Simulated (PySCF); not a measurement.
# Computed properties of Sn(Me)(OH) (CH4OSn), SMILES [CH3][Sn][OH]

CH4OSn, SMILES [CH3][Sn][OH] (connectivity only; charge and spin as stated), neutral, multiplicity 1. The structure is a stationary point at PBE0-D3(BJ)/def2-SVP. The def2 effective core potentials stand for the cores of Sn; spin–orbit coupling is left out. One conformer was computed; it need not be the lowest. All values are computed for the isolated molecule unless a solvent is named; none is compared with measurement here.

**Structure.** The optimised structure has Cs symmetry. All 15 harmonic modes at PBE0-D3(BJ)/def2-SVP (PySCF) are real, so it is a minimum. With heavy atoms numbered as in [Sn:1]([CH3:2])[OH:6], the shortest bond between them is Sn1–O6 at 2.009 Å and the longest Sn1–C2 at 2.190 Å.

**Vibrations.** The strongest infrared lines (harmonic, unscaled, degenerate partners summed) lie at 795 cm⁻¹ (119 km/mol, H 90 %, O 8 %), 457 cm⁻¹ (73 km/mol, H 92 %), 600 cm⁻¹ (73 km/mol, O 85 %, Sn 12 %). The softest mode is at 55 cm⁻¹ and the zero-point energy is 30.2 kcal/mol.

**Electronic structure.** CAM-B3LYP/def2-TZVPD (PySCF) places the frontier levels at -7.61 and -1.30 eV, a gap of 6.31 eV, and gives a dipole moment of 1.83 D and a mean polarisability of 63.6 bohr³.

**Excitations.** TDA-ωB97X/def2-SVPD (PySCF) has S1 at 3.10 eV (400 nm, f = 0.044, weak); the most intense of the 10 singlets computed lies at 6.65 eV (f = 0.40). T1 (TDA) is at 2.24 eV, 0.86 eV under S1.
